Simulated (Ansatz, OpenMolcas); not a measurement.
# Abstraction of H: SiH(CH3)F2 + CN → Si(CH3)F2 + HNC

Species: SiH(CH3)F2, singlet; CN, doublet; Si(CH3)F2, doublet; HNC (hydrogen isocyanide) `[C-]#[NH+]`, singlet. A radical takes H: the energy is the difference in strength between the Si–H bond broken and the N–H bond made.

Shapes, held fixed at every level: PBE0-D4/def2-TZVP. Programs: Ansatz 0.2.0, OpenMolcas 26.06. The zero-point and thermal change to 298 K, harmonic and unscaled (PBE0-D4/def2-TZVP), is +4.8 kJ/mol.

```json
{"level": "HF/def2-SVP", "kind": "Hartree–Fock", "ΔH(298 K) (kJ/mol)": "-59.6"}
{"level": "SPW92/def2-TZVPP", "kind": "LDA", "ΔH(298 K) (kJ/mol)": "-92.3"}
{"level": "r2SCAN-D4/def2-TZVPP", "kind": "meta-GGA", "ΔH(298 K) (kJ/mol)": "-73.0"}
{"level": "B3LYP/6-31G* (Cartesian functions)", "kind": "global hybrid", "ΔH(298 K) (kJ/mol)": "-59.8"}
{"level": "PBE0-D4/def2-TZVPP", "kind": "global hybrid", "ΔH(298 K) (kJ/mol)": "-87.8"}
{"level": "r2SCAN0-D4/def2-TZVPP", "kind": "global hybrid", "ΔH(298 K) (kJ/mol)": "-83.3"}
{"level": "B2PLYP/def2-TZVPP", "kind": "double hybrid", "ΔH(298 K) (kJ/mol)": "-70.5"}
```

B2PLYP/def2-TZVPP gives ΔH(298 K) = -70.5 kJ/mol; the levels span -92.3 to -59.6. The median of the levels is -73.0. No measured value is set beside it here. Spin contamination: CN (⟨S²⟩ up to 1.11). Open shells run unrestricted.
